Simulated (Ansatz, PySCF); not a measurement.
Molecule: GaF₃, net charge 1, doublet state. 
Geometry from a B3LYP-D3(BJ)/def2-TZVP (Ansatz, a program for electronic structure) optimisation:
```xyz
4

Ga    -0.1724    -0.1014     0.0028
F     -1.6189    -0.9525     0.0264
F      0.6319     1.4443    -0.4841
F      1.5807    -0.1425     0.4480
```
Charge +1, spin multiplicity 2.

Total electronic energies in hartree. Cores are frozen in the correlated levels unless marked. Open shells are spin-unrestricted. Spin-orbit coupling is left out. The frozen core is the preceding noble-gas configuration, with the filled d and f shells of earlier blocks. No relativistic terms.  The program attaches cautions to a run behind CCSD/6-31G: other roots. The program attaches cautions to a run behind CCSD(T)/aug-cc-pVDZ: other roots. The program attaches cautions to a run behind CCSD(T)/cc-pVDZ: other roots. The program attaches cautions to a run behind CCSD(T)/cc-pVTZ: other roots.

The Hartree-Fock reference is unstable (checked in the largest basis), which strains HF and MP2. 

```csv
level,program,energy (Eh)
HF-D3(BJ)/def2-TZVPD,PySCF + dftd3,-2221.35644
RI-HF/cc-pVTZ,Ansatz,-2221.35668
PBE/def2-TZVPD,Ansatz,-2223.58436
PBE/def2-TZVPD,PySCF,-2223.58444
BLYP/def2-TZVPD,Ansatz,-2224.21411
revPBE/def2-TZVPD,Ansatz,-2223.91394
r2SCAN-D3(BJ)/def2-TZVPD,Ansatz + dftd3,-2224.01948
PBE0/STO-3G,Ansatz,-2196.70112
BHLYP-D3(BJ)/def2-TZVPD,Ansatz + dftd3,-2223.99912
BHLYP/def2-TZVPD,Ansatz,-2223.99696
TPSSh-D3(BJ)/def2-TZVPD,PySCF + dftd3,-2224.11745
TPSSh-D4/def2-TZVPD,PySCF + dftd4,-2224.11793
TPSSh/def2-TZVPD,PySCF,-2224.11588
CAM-B3LYP-D4/def2-TZVPD,Ansatz + dftd4,___
LC-wPBE-D4/def2-TZVPD,Ansatz + dftd4,-2223.71987
B2GP-PLYP-D3(BJ)/def2-TZVPD,Ansatz + dftd3,-2223.38114
RPA@PBE/cc-pVTZ,Ansatz,-2222.52547
RI-MP2/aug-cc-pVTZ,Ansatz,___
CCSD/6-31G,Ansatz,-2221.22112
CCSD(T)/aug-cc-pVDZ,Ansatz,-2221.89537
CCSD(T)/cc-pVDZ,Ansatz,-2221.80629
CCSD(T)/cc-pVTZ,Ansatz,-2222.19046
```

Question: Some entries are withheld; supply them.

Answer: 
- CAM-B3LYP-D4/def2-TZVPD, energy (Eh): -2224.18960
- RI-MP2/aug-cc-pVTZ, energy (Eh): -2222.16968
